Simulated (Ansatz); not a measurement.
`C/[C]([GeH3])=[N]\[Ga]([CH3])[CH3]` + `[CH3][Ga]([CH3])[OH]` → `[CH3][Ga]([CH3])[O][Ga]([CH3])[CH3]` + `C[C](=N)[GeH3]`  (ligand exchange at a Ga–N bond)

Calculated with Ansatz (gas phase, PBE0-D4/def2-TZVP geometries, no zero-point term in ΔE). CCSD(T)/CBS adds triple-zeta CCSD(T) − MP2 to the extrapolated MP2 energy (def2 sets, frozen cores). For Ga, Ge outer-core shells are correlated without core-valence functions, which leaves a few kJ/mol of doubt a bond. Scalar relativity is left out up to krypton. One conformer a species, not always the lowest.

```tsv
species	MP2/def2-TZVPP energy (Eh)
`C/[C]([GeH3])=[N]\[Ga]([CH3])[CH3]`	-4212.98223
`[CH3][Ga]([CH3])[OH]`	-2078.86544
`[CH3][Ga]([CH3])[O][Ga]([CH3])[CH3]`	-4081.41088
`C[C](=N)[GeH3]`	-2210.45375
```

Q: Work out ΔE.

A: ΔE = (-4081.41088) + (-2210.45375) − (-4212.98223) − (-2078.86544) = -0.01696 Eh = -0.46 eV. CCSD(T)/CBS gives -0.45 eV.

Largest T1 diagnostic among the species: 0.014.

From PBE to PBE0 (25 % exact exchange), in def2-TZVPP and without D4, ΔE moves by −0.04 eV. In def2-TZVPP, CCSD(T) changes the Hartree–Fock value by +0.04 eV (the triples alone add +0.01 eV) and MP2 by +0.05 eV.
